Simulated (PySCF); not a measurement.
C5H6OSi.

```xyz
13

C     -0.1761     1.4416     2.4634
C     -0.0777     0.7367     1.4760
Si     0.0677    -0.3520     0.0000
C     -1.2431    -1.6603     0.0000
O      1.5375    -1.1277     0.0000
C     -0.0777     0.7367    -1.4760
C     -0.1761     1.4416    -2.4634
H     -0.2640     2.0664     3.3348
H     -1.1452    -2.2943     0.8939
H     -1.1452    -2.2943    -0.8939
H     -2.2443    -1.2045     0.0000
H      2.3189    -0.5669     0.0000
H     -0.2640     2.0664    -3.3348
```
Charge 0, spin multiplicity 1.

The structure is a stationary point at PBE0-D3(BJ)/def2-SVP. One conformer was computed; it need not be the lowest.

Computed with PBE/pcSseg-1 (PySCF). Non-relativistic, no solvent.

Give the absolute GIAO shielding of each atom: isotropic value and principal components (ppm). (An estimate is asked for; the answer gives what the named calculation found.)


```csv
atom,σ(iso),σ11,σ22,σ33,span
C1,83.3,2.1,7.5,240.1,238.0
C2,92.1,-8.6,-3.5,288.4,297.0
Si3,378.2,319.9,380.3,434.4,114.5
C4,179.1,168.9,179.8,188.6,19.8
O5,272.2,265.5,275.3,275.8,10.4
C6,92.1,-8.6,-3.5,288.4,297.0
C7,83.3,2.1,7.5,240.1,238.0
H8,29.0,24.3,24.4,38.3,14.1
H9,30.7,26.9,28.2,37.0,10.2
H10,30.7,26.9,28.2,37.0,10.2
H11,31.0,27.5,28.6,37.0,9.5
H12,29.9,22.8,25.1,41.9,19.1
H13,29.0,24.3,24.4,38.3,14.1
```
